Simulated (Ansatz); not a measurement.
VO₂, 3 atoms. Hardware: 4 threads of Arm Neoverse V2 on a shared host.

The 6-31G sets use Cartesian d functions. Correlated methods freeze 7 core orbitals; core or outer-core shells of V are correlated, in sets that lack core-valence functions.

Question: How many basis functions does each of these Ansatz runs have, and roughly what does it cost? PBE-D4/def2-SVP, charge 0 doublet, energy, from earlier orbitals; PBE0-D4/def2-TZVP, charge 1 singlet at the geometry of the charge 0 doublet, energy; HF/6-31G, charge 0 doublet, energy; PBE-D4/def2-TZVP, charge 1 singlet, energy, from earlier orbitals; PBE0-D4/def2-TZVP, charge 0 doublet, relaxation, 5 steps; MP2/def2-TZVP, charge 0 doublet, energy, from earlier orbitals; LC-ωPBE (ω = 0.30 bohr⁻¹)/def2-TZVP, charge 0 doublet, energy, from earlier orbitals; r2SCAN-D4/def2-TZVP, charge 1 triplet at the geometry of the charge 0 doublet, energy, from earlier orbitals; B3LYP-D4/6-31G, charge 0 doublet, energy; LC-ωPBE (ω = 0.10 bohr⁻¹)/def2-TZVP, charge 1 singlet at the geometry of the charge 0 doublet, energy, from earlier orbitals; ωB97M-V/def2-TZVP, charge 0 doublet, energy, from earlier orbitals; PBE0-D4/def2-TZVP, charge 1 singlet, energy, from earlier orbitals.

Answer: Other jobs shared the machine, so times can vary by a factor of up to 3. A dash marks memory too small to be measured apart from the calling script's.

```tsv
run	functions	fitting or Cholesky vectors	wall time	peak host memory (GiB)
PBE0-D4/def2-TZVP, charge 1 singlet, energy, from earlier orbitals	107	809	0.4 s	–
PBE-D4/def2-TZVP, charge 1 singlet, energy, from earlier orbitals	107	736	0.5 s	–
HF/6-31G, charge 0 doublet, energy	47	549	0.5 s	–
PBE0-D4/def2-TZVP, charge 1 singlet at the geometry of the charge 0 doublet, energy	107	809	0.6 s	–
PBE-D4/def2-SVP, charge 0 doublet, energy, from earlier orbitals	59	668	0.8 s	–
LC-ωPBE (ω = 0.10 bohr⁻¹)/def2-TZVP, charge 1 singlet at the geometry of the charge 0 doublet, energy, from earlier orbitals	107	736	0.8 s	–
B3LYP-D4/6-31G, charge 0 doublet, energy	47	549	1.1 s	–
MP2/def2-TZVP, charge 0 doublet, energy, from earlier orbitals	107	813	1.9 s	–
LC-ωPBE (ω = 0.30 bohr⁻¹)/def2-TZVP, charge 0 doublet, energy, from earlier orbitals	107	736	2.4 s	–
r2SCAN-D4/def2-TZVP, charge 1 triplet at the geometry of the charge 0 doublet, energy, from earlier orbitals	107	736	4.1 s	–
ωB97M-V/def2-TZVP, charge 0 doublet, energy, from earlier orbitals	107	755	10 s	–
PBE0-D4/def2-TZVP, charge 0 doublet, relaxation, 5 steps	107	809	14 s	–
```
